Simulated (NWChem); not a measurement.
Species: GeSiH₃Cl, singlet; SMILES [SiH3][Ge][Cl]

Low-valent species are run as closed-shell singlets; no triplet was tried in these runs.

### Question
Give the equilibrium geometry at B3LYP/6-31G* (spherical d) (NWChem) as a list of bonds and angles, with the point group.

### Answer
point group Cs; any orientation.
Bonded distances (Å): Ge1–Cl2 2.235, Ge1–Si3 2.512, Si3–H4 1.493, Si3–H5 1.492, Si3–H6 1.491. Angles (°): Cl2–Ge1–Si3 94.2, Ge1–Si3–H4 111.8, Ge1–Si3–H5 110.2, Ge1–Si3–H6 110.4, H4–Si3–H5 108.0, H4–Si3–H6 108.0, H5–Si3–H6 108.3.
